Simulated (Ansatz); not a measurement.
CF$_{4}$, singlet, at a GFN2-xTB geometry, with bond 3-1 at 1.5 times its length.

The Ansatz (a first-principles code) input:
Ansatz 0.2 input:
```yaml
crystal:
  periodic: [false, false, false]
  atoms:
    - {symbol: C, position_ang: [0.00000000, 0.00000000, -0.00000000]}
    - {symbol: F, position_ang: [0.76156680, 0.76669051, 0.74768414]}
    - {symbol: F, position_ang: [-1.12410305, -1.13537161, 1.15442232]}
    - {symbol: F, position_ang: [-0.76791520, 0.75064431, -0.75740957]}
    - {symbol: F, position_ang: [0.75575043, -0.76042041, -0.75988945]}
basis:
  gaussian:
    orbitals: STO-3G
hamiltonian:
  xc: pbe
scf: {lower_state_search: standard}
magnetization: {spin_polarized: true}
```

Q: Estimate the total energy that PBE/STO-3G (Ansatz) returns for this input.

A: -430.6901 Eh

Q: Estimate the number of basis functions that PBE/STO-3G returns for this input.

A: 25
